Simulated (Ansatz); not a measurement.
Total energies of the cluster B13 (the lowest doublet isomer of a short search) from Ansatz at PBE0-D4/def2-TZVP, gas phase (1 Eh = 27.2114 eV = 2625.5 kJ/mol). The reference geometry is relaxed at PBE-D4/def2-SVP.

```tsv
atom	x (Å)	y (Å)	z (Å)
B1	0.923	2.242	0.983
B2	2.027	-1.700	-0.280
B3	2.614	-0.391	0.303
B4	0.965	-0.436	0.008
B5	-0.602	2.483	0.804
B6	-1.059	-2.182	-0.975
B7	0.491	-2.045	-0.662
B8	1.848	0.987	0.681
B9	-0.732	-0.604	-0.343
B10	-2.393	0.286	-0.313
B11	-1.800	1.608	0.273
B12	-0.033	0.948	0.347
B13	-2.251	-1.196	-0.824
```

```csv
state,geometry,energy (Eh)
charge 0 doublet,reference,-322.46319
charge 1 singlet,reference,-322.19452
charge -1 triplet,reference,-322.56162
charge 0 quartet,relaxed at PBE-D4/def2-SVP,-322.40168
free B atom (doublet),–,-24.61828
```

**Question.** Work out the vertical ionisation energy to the singlet.

**Answer.** E(charge 1 singlet) − E(charge 0 doublet) = -322.19452 − (-322.46319) = 0.26867 Eh = 7.31 eV. For comparison, −ε of the highest occupied level of the spin that leaves is 5.79 eV at this level, 1.52 eV less.

**Question.** Work out the vertical electron affinity, to the triplet.

**Answer.** E(charge 0 doublet) − E(charge -1 triplet) = -322.46319 − (-322.56162) = 0.09843 Eh = 2.68 eV. The basis lacks diffuse functions, which makes affinities too small.

**Question.** Give the fundamental gap IE − EA, the Mulliken electronegativity (IE + EA)/2 and the hardness (IE − EA)/2.

**Answer.** From the values in Eh: IE − EA = 0.26867 − 0.09843 = 0.17024 Eh = 4.63 eV; (IE + EA)/2 = 4.99 eV; (IE − EA)/2 = 2.32 eV.

**Question.** Which of the charge 0 states is lowest, and how far above it are the others?

**Answer.** The doublet. quartet: -322.40168 − (-322.46319) = 0.06151 Eh = 161.5 kJ/mol.

**Question.** What is the binding energy per atom against free atoms?

**Answer.** Atoms: 13 × (-24.61828) = -320.03764 Eh. Binding: -320.03764 − (-322.46319) = 2.42555 Eh = 66.00 eV, or 5.08 eV for each of 13 atoms (no zero-point energy, no counterpoise term).

The structure comes from a short search, and lower isomers may exist.
